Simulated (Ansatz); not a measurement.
`[SiH3][AlH][Al]1[CH2][CH2]1` + HCl → `[Cl][Al]1[CH2][CH2]1` + `[AlH2][SiH3]`  (cleavage of the Al–Al bond)

Program: Ansatz. Geometries: PBE0-D4/def2-TZVP. ΔE: electronic, gas phase. CCSD(T)/CBS adds triple-zeta CCSD(T) − MP2 to the extrapolated MP2 energy (def2 sets, frozen cores). This one scheme is used for every species. Functionals use def2-TZVPP. One conformer a species, not always the lowest.

| level | ΔE (kcal/mol) |
| --- | --- |
| LDA (SPW92) | -19.7 |
| PBE-D4 | -20.5 |
| ωB97M-V | -30.7 |
| HF/CBS(def2) | -34.8 |

(1) What does CCSD(T)/CBS give? (Best estimate.)

Largest T1 diagnostic among the species: 0.017.

Answers

(1) Computed: -27.6 kcal/mol. The listed levels differ from it by 7.9, 7.1, -3.1, -7.2 kcal/mol.

Leaving LDA and LC-ωPBE aside and taking each functional with its dispersion term where it has one, the values spread over 10.2 kcal/mol, from ωB97M-V to PBE-D4. LDA lies +1.0 kcal/mol from PBE without D4. In def2-TZVPP, CCSD(T) changes the Hartree–Fock value by +8.2 kcal/mol (the triples alone add +1.5 kcal/mol) and MP2 by +5.4 kcal/mol. From r2SCAN to r2SCAN0 (25 % exact exchange), in def2-TZVPP and without D4, ΔE moves by −1.9 kcal/mol.
